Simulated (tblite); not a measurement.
A geometry optimisation, step by step.

Compound: C5H10PSi2 (charge -1).
Numbering: `[CH3:1][c:2]1[cH:3][c:4]([SiH3:5])[c:6]([SiH3:7])[p-:8]1` (hydrogens: H9, H10, H11 on C1; H12 on C3; H13, H14, H15 on Si5; H16, H17, H18 on Si7)
Bond orders are those of one Lewis drawing.

Computed with GFN2-xTB (tblite), gas phase: L-BFGS steps from a force-field or distance-geometry start until the largest atomic force falls under 0.01 eV/Å. 9 of its 115 geometries are shown.

Step 0: E = -597.2512 eV, largest atomic force 3.237 eV/Å
```
atom  x, y, z in Å  |  force x, y, z in eV/Å
C1      3.250   -0.740   -0.405    0.417   0.063   0.170
C2      1.767   -0.600   -0.224   -0.188  -2.238   0.204
C3      1.070    0.543   -0.203    1.725   2.690  -0.515
C4     -0.273    0.473   -0.028   -2.463   1.688   0.301
Si5    -1.377    1.975    0.021    0.720  -0.337   0.574
C6     -0.805   -0.784    0.147    1.450  -1.098  -0.161
Si7    -2.560   -1.218    0.419   -0.071  -0.065   0.261
P8      0.578   -1.925    0.056    0.210  -0.240  -0.089
H9      3.500   -1.614   -1.041   -0.089   0.624   0.220
H10     3.750   -0.901    0.573   -0.212  -0.017  -0.327
H11     3.692    0.206   -0.814   -0.403  -0.784   0.057
H12     1.568    1.526   -0.350   -0.203  -0.386   0.056
H13    -1.713    2.409   -1.325   -0.245   0.301  -0.252
H14    -0.699    3.073    0.756   -0.128   0.074  -0.203
H15    -2.555    1.646    0.831   -0.097   0.366  -0.069
H16    -2.825   -2.519   -0.167   -0.294  -0.279  -0.195
H17    -3.485   -0.185   -0.116   -0.016  -0.397  -0.042
H18    -2.891   -1.358    1.857   -0.114   0.034   0.011
```

Step 14: E = -597.6851 eV, largest atomic force 0.151 eV/Å
```
atom  x, y, z in Å  |  force x, y, z in eV/Å
C1      3.226   -0.766   -0.390    0.044  -0.053   0.045
C2      1.740   -0.631   -0.216   -0.004   0.074   0.012
C3      1.105    0.591   -0.198   -0.079   0.005  -0.019
C4     -0.286    0.524    0.004   -0.033  -0.030   0.024
Si5    -1.365    2.026    0.063    0.014  -0.011  -0.038
C6     -0.728   -0.805    0.140   -0.041  -0.040  -0.009
Si7    -2.487   -1.319    0.425   -0.051   0.010  -0.016
P8      0.607   -1.957    0.026   -0.001   0.109  -0.021
H9      3.478   -1.615   -1.026   -0.002   0.035  -0.070
H10     3.723   -0.930    0.570   -0.009  -0.006   0.075
H11     3.643    0.150   -0.820   -0.059  -0.108  -0.044
H12     1.637    1.524   -0.352   -0.026   0.020   0.044
H13    -1.787    2.531   -1.263    0.002   0.010  -0.054
H14    -0.695    3.184    0.688    0.082   0.043   0.021
H15    -2.614    1.865    0.821    0.010   0.011   0.052
H16    -2.885   -2.615   -0.173    0.115   0.039   0.090
H17    -3.442   -0.357   -0.170    0.009  -0.052  -0.001
H18    -2.877   -1.393    1.859    0.030  -0.054  -0.092
```

Step 28: E = -597.7115 eV, largest atomic force 0.071 eV/Å
```
atom  x, y, z in Å  |  force x, y, z in eV/Å
C1      3.199   -0.783   -0.384    0.002   0.014   0.007
C2      1.719   -0.600   -0.212    0.018  -0.031   0.017
C3      1.086    0.622   -0.177    0.012  -0.005  -0.001
C4     -0.307    0.548    0.009   -0.018   0.029   0.009
Si5    -1.347    2.074    0.059   -0.028   0.009  -0.026
C6     -0.751   -0.782    0.115    0.020   0.031   0.021
Si7    -2.484   -1.358    0.412    0.039   0.004  -0.027
P8      0.584   -1.926   -0.004    0.001  -0.018  -0.025
H9      3.414   -1.645   -1.017    0.009   0.013  -0.016
H10     3.692   -0.952    0.578   -0.003   0.004   0.030
H11     3.639    0.108   -0.835    0.025   0.005  -0.035
H12     1.614    1.566   -0.290   -0.024  -0.067   0.006
H13    -1.794    2.567   -1.269    0.000  -0.016   0.025
H14    -0.603    3.215    0.636    0.020   0.022  -0.006
H15    -2.572    1.967    0.870   -0.007  -0.007   0.014
H16    -2.752   -2.703   -0.128    0.006  -0.003  -0.015
H17    -3.475   -0.462   -0.213   -0.053  -0.008  -0.006
H18    -2.869   -1.450    1.839   -0.020   0.022   0.028
```

Step 43: E = -597.7148 eV, largest atomic force 0.040 eV/Å
```
atom  x, y, z in Å  |  force x, y, z in eV/Å
C1      3.199   -0.785   -0.385   -0.005   0.006  -0.002
C2      1.718   -0.606   -0.216   -0.012  -0.009   0.012
C3      1.089    0.618   -0.168    0.004   0.018   0.013
C4     -0.303    0.555    0.023   -0.023  -0.003  -0.016
Si5    -1.343    2.082    0.066   -0.008   0.018   0.009
C6     -0.755   -0.772    0.114   -0.004  -0.008   0.004
Si7    -2.489   -1.356    0.404    0.008  -0.004  -0.003
P8      0.573   -1.925   -0.024   -0.011  -0.038  -0.008
H9      3.422   -1.649   -1.011   -0.002  -0.013  -0.004
H10     3.690   -0.940    0.580    0.002   0.001   0.013
H11     3.636    0.104   -0.846    0.016   0.015  -0.016
H12     1.623    1.556   -0.272    0.016   0.019   0.001
H13    -1.811    2.555   -1.260   -0.008  -0.010   0.001
H14    -0.586    3.232    0.610   -0.003  -0.004  -0.006
H15    -2.555    1.982    0.897    0.011  -0.005   0.010
H16    -2.719   -2.712   -0.127   -0.005   0.008   0.011
H17    -3.516   -0.502   -0.229    0.024  -0.001  -0.005
H18    -2.883   -1.431    1.832   -0.001   0.010  -0.013
```

Step 57: E = -597.7225 eV, largest atomic force 0.076 eV/Å
```
atom  x, y, z in Å  |  force x, y, z in eV/Å
C1      3.204   -0.783   -0.390   -0.006  -0.005   0.002
C2      1.721   -0.615   -0.225   -0.001   0.029  -0.007
C3      1.105    0.612   -0.112   -0.023   0.008  -0.039
C4     -0.290    0.548    0.057   -0.006   0.005  -0.076
Si5    -1.350    2.062    0.114    0.017  -0.018   0.007
C6     -0.751   -0.780    0.063    0.011   0.010   0.062
Si7    -2.493   -1.335    0.349    0.006   0.007   0.002
P8      0.568   -1.937   -0.124    0.005   0.047   0.013
H9      3.432   -1.691   -0.948    0.020   0.002   0.019
H10     3.697   -0.852    0.586    0.027  -0.007  -0.030
H11     3.626    0.074   -0.922    0.009  -0.033   0.013
H12     1.649    1.549   -0.172   -0.017  -0.018   0.031
H13    -1.981    2.432   -1.177   -0.024  -0.026   0.026
H14    -0.569    3.265    0.475    0.015  -0.017   0.021
H15    -2.448    1.987    1.097   -0.005   0.021  -0.010
H16    -2.708   -2.738   -0.044   -0.013   0.003  -0.013
H17    -3.482   -0.531   -0.401   -0.012  -0.018  -0.005
H18    -2.937   -1.261    1.763   -0.003   0.009  -0.015
```

Step 71: E = -597.7292 eV, largest atomic force 0.032 eV/Å
```
atom  x, y, z in Å  |  force x, y, z in eV/Å
C1      3.213   -0.786   -0.392    0.005  -0.005  -0.003
C2      1.731   -0.607   -0.232   -0.001  -0.008   0.006
C3      1.113    0.617   -0.090   -0.005   0.000  -0.017
C4     -0.283    0.547    0.058   -0.013   0.003   0.002
Si5    -1.359    2.044    0.162   -0.014   0.021  -0.018
C6     -0.745   -0.781    0.039    0.002  -0.011   0.014
Si7    -2.497   -1.318    0.296   -0.007  -0.011  -0.023
P8      0.575   -1.929   -0.173    0.006  -0.013   0.005
H9      3.437   -1.734   -0.880    0.001  -0.018   0.013
H10     3.716   -0.781    0.580    0.011   0.002  -0.001
H11     3.638    0.022   -0.993   -0.010   0.013   0.004
H12     1.659    1.554   -0.094    0.000   0.008  -0.024
H13    -2.151    2.320   -1.060    0.009   0.003   0.012
H14    -0.549    3.262    0.370    0.010   0.020   0.001
H15    -2.345    2.035    1.258   -0.004  -0.010   0.030
H16    -2.704   -2.749    0.016    0.011   0.008  -0.001
H17    -3.468   -0.596   -0.556    0.006   0.000  -0.002
H18    -2.990   -1.113    1.679   -0.007  -0.001   0.001
```

Step 86: E = -597.7349 eV, largest atomic force 0.033 eV/Å
```
atom  x, y, z in Å  |  force x, y, z in eV/Å
C1      3.216   -0.793   -0.384   -0.010   0.011  -0.009
C2      1.734   -0.608   -0.224   -0.001   0.001  -0.007
C3      1.116    0.619   -0.094    0.002   0.003  -0.013
C4     -0.281    0.552    0.050    0.003  -0.008   0.014
Si5    -1.355    2.042    0.244    0.014  -0.003   0.009
C6     -0.745   -0.776    0.029    0.009  -0.005   0.013
Si7    -2.505   -1.311    0.210    0.008   0.017   0.013
P8      0.575   -1.927   -0.169    0.009  -0.009  -0.011
H9      3.443   -1.794   -0.751   -0.016  -0.004   0.012
H10     3.737   -0.658    0.570   -0.008   0.007   0.009
H11     3.622   -0.065   -1.090    0.009   0.014  -0.008
H12     1.659    1.558   -0.114    0.016  -0.009   0.010
H13    -2.358    2.212   -0.828   -0.022   0.018  -0.016
H14    -0.556    3.287    0.228    0.001  -0.012  -0.001
H15    -2.126    2.097    1.506    0.012  -0.003  -0.009
H16    -2.667   -2.768    0.083   -0.005  -0.002   0.010
H17    -3.416   -0.717   -0.795   -0.008   0.002  -0.005
H18    -3.100   -0.944    1.517   -0.013  -0.018  -0.012
```

Step 100: E = -597.7359 eV, largest atomic force 0.012 eV/Å
```
atom  x, y, z in Å  |  force x, y, z in eV/Å
C1      3.215   -0.791   -0.384    0.000   0.004   0.000
C2      1.732   -0.606   -0.230   -0.001  -0.001   0.000
C3      1.116    0.620   -0.094   -0.003  -0.003   0.002
C4     -0.281    0.553    0.054   -0.002  -0.004   0.002
Si5    -1.352    2.044    0.259    0.003   0.000   0.001
C6     -0.745   -0.775    0.030   -0.001  -0.004   0.001
Si7    -2.507   -1.312    0.196   -0.001  -0.009  -0.006
P8      0.574   -1.926   -0.179    0.001  -0.001   0.001
H9      3.442   -1.804   -0.715   -0.002   0.005   0.005
H10     3.733   -0.621    0.565   -0.003   0.002  -0.003
H11     3.621   -0.086   -1.115   -0.004  -0.001  -0.004
H12     1.663    1.556   -0.105   -0.006  -0.001   0.003
H13    -2.400    2.206   -0.772    0.006  -0.004   0.002
H14    -0.549    3.283    0.189    0.001   0.004   0.005
H15    -2.070    2.118    1.551    0.007   0.002  -0.009
H16    -2.658   -2.774    0.107    0.000   0.006   0.001
H17    -3.402   -0.754   -0.844   -0.002   0.001  -0.004
H18    -3.142   -0.922    1.476    0.008   0.003   0.003
```

Step 114: E = -597.7364 eV, largest atomic force 0.008 eV/Å
```
atom  x, y, z in Å  |  force x, y, z in eV/Å
C1      3.213   -0.786   -0.386    0.000   0.002  -0.001
C2      1.730   -0.609   -0.232    0.000   0.003  -0.003
C3      1.113    0.614   -0.082    0.001   0.001   0.004
C4     -0.284    0.546    0.061    0.001   0.001  -0.002
Si5    -1.343    2.042    0.284   -0.001   0.002   0.001
C6     -0.748   -0.781    0.021    0.001   0.002  -0.002
Si7    -2.513   -1.316    0.168   -0.003   0.007  -0.002
P8      0.571   -1.929   -0.201    0.002   0.000   0.003
H9      3.452   -1.813   -0.660   -0.004  -0.004   0.003
H10     3.733   -0.553    0.549    0.006  -0.002   0.003
H11     3.607   -0.119   -1.158   -0.002  -0.001  -0.007
H12     1.659    1.552   -0.078    0.003  -0.001   0.001
H13    -2.439    2.176   -0.699   -0.001   0.001   0.001
H14    -0.545    3.279    0.148   -0.001   0.000   0.000
H15    -1.995    2.155    1.608   -0.004  -0.005  -0.001
H16    -2.663   -2.780    0.139    0.000  -0.003   0.000
H17    -3.389   -0.803   -0.912    0.001  -0.004   0.002
H18    -3.168   -0.868    1.419    0.001   0.000   0.000
```

Q: Summarise the path.

A: The energy falls by 11.19 kcal/mol from step 0 to step 114; nine tenths of that is first reached at step 15. It falls at every step. The largest force goes from 3.237 to 0.008 eV/Å. Among the bonds C3–C4 changes most, from 1.356 to 1.405 Å; the atoms move by 0.538 Å rms after alignment.

Q: Follow the three bonds and two angles with the largest change from start to end.

A: 
```tsv
step	E above end (kcal/mol)	largest force (eV/Å)	C3–C4 (Å)	C2–P8 (Å)	C2–C3 (Å)	H13–Si5–H15 (°)	C4–Si5–H15 (°)
0	11.19	3.237	1.356	1.803	1.339	113.2	108.0
5	3.11	0.345	1.397	1.765	1.377	110.0	110.2
10	1.65	0.188	1.403	1.757	1.377	106.5	113.6
15	1.11	0.128	1.408	1.761	1.378	104.7	115.1
20	0.85	0.139	1.407	1.760	1.378	104.8	115.0
25	0.64	0.104	1.407	1.758	1.378	105.4	115.2
30	0.55	0.043	1.408	1.758	1.377	105.6	114.9
35	0.53	0.038	1.407	1.758	1.376	105.6	114.8
40	0.51	0.022	1.408	1.758	1.377	105.4	114.8
45	0.49	0.049	1.407	1.757	1.377	105.4	114.8
50	0.45	0.050	1.407	1.757	1.378	105.8	114.5
55	0.36	0.087	1.405	1.755	1.376	106.0	114.0
59	0.29	0.096	1.406	1.759	1.378	105.8	114.1
64	0.22	0.068	1.406	1.756	1.378	105.2	114.5
69	0.18	0.041	1.406	1.758	1.379	104.8	115.0
74	0.14	0.041	1.407	1.757	1.378	104.8	115.6
79	0.10	0.060	1.406	1.757	1.378	105.3	115.5
84	0.05	0.044	1.406	1.757	1.379	104.9	115.1
89	0.03	0.026	1.406	1.757	1.379	105.1	114.9
94	0.02	0.011	1.406	1.756	1.379	105.1	114.5
99	0.01	0.011	1.406	1.757	1.379	105.0	114.8
104	0.01	0.017	1.406	1.756	1.379	105.0	114.8
109	0.00	0.018	1.406	1.757	1.379	104.9	115.0
114	0.00	0.008	1.405	1.756	1.379	105.2	115.0
```

What follows is the cost of the whole relaxation. Time: 0.85 s of wall time. Hardware: an Arm Neoverse V2 with one thread, shared host with 32 logical CPUs at a one-minute load of 48.
